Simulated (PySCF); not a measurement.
Labels have come off several samples. The candidates:

A. SMILES C=C1C=C(C(=O)[SiH2]N)C1=C
B. SMILES FCC1=CC1
C. `InChI=1S/C7H9NOSi/c1-7(5-9)3-2-4-10-6-8/h2-5H,10H2,1H3/b4-2-,7-3-`

Spectrum 1. 1H NMR (300 MHz, computed): δ 7.52 (s, 1H), 5.83 (br s, 1H), 5.67 (m, 1H), 5.63 (m, 1H), 5.37 (br s, 1H), 5.35 (s, 2H), 0.47 (br s, 2H). 13C{1H} NMR (computed): δ 231.4 (C), 158.6 (CH), 157.2 (C), 155.4 (C), 149.8 (C), 114.0 (CH2), 107.3 (CH2).

Spectrum 2. 1H NMR (300 MHz, computed): δ 10.71 (s, 1H), 8.53 (m, 1H), 7.81 (d, 1H), 6.00 (m, 1H), 4.78 (d, 2H), 2.11 (s, 3H). 13C{1H} NMR (computed): δ 192.8 (CH), 152.4 (CH), 148.8 (CH), 147.4 (C), 126.9 (CH), 124.2 (C), 21.6 (CH3).

Spectrum 3. 1H NMR (300 MHz, computed): δ 7.04 (dtt, J = 6.0, 3.7, 2.0 Hz, 1H), 5.98 (m, 2H), 1.13 (m, 2H). 13C{1H} NMR (computed): δ 125.3 (C, d, J = 21.9 Hz), 109.8 (CH, d, J = 8.5 Hz), 85.9 (CH2, d, J = 232.7 Hz), 9.5 (CH2, d, J = 8.5 Hz).

PySCF calculation with GIAO PBE0/pcSseg-1 shieldings, B3LYP/pcJ-1 coupling constants (spin–dipole term left out of most H,H and C,H couplings) and coordinates at the GFN2-xTB level; single conformer, relativity neglected, isolated molecule, rapidly exchanging positions averaged.

Shifts are taken against calculated references (same method and geometry level): TMS for 1H and 13C. Multiplet labels drop J under 1 Hz and among equivalent protons, and merge close values. Unscaled 3J(H,H) run several per cent high. Where no couplings were computed, multiplicities follow the n + 1 count of equivalent neighbours, and m marks all less simple cases (inequivalent or close neighbours, rings, F or P nearby). One-bond C–F couplings are unscaled and too large by tens of Hz. Shifts are as computed. Against solution values, carbons near 30 ppm lie about +3 ppm off and those near 130 ppm about +5 ppm. Of 1211 compounds with measured shifts, 218 miss one by over three times the rms of a fit or turn the order of signals round; such compounds aren't used in these exercises. OH and NH positions are gas-phase values without hydrogen bonding to other molecules.

Q: Match each spectrum to its structure.

A: 1–A, 2–C, 3–B.

- Spectrum 1 (A): 7 13C signals; δC 158.6 is a β carbon of a C=C–C=O unit; δC 157.2 is an α carbon of a C=C–C=O unit.
- Spectrum 2 (C): 7 13C signals; δC 192.8 is an aldehyde carbonyl carbon; δC 152.4 is an alkene CH.
- Spectrum 3 (B): 4 13C signals; δC 125.3 is a fully substituted alkene carbon; δC 109.8 is an alkene CH.
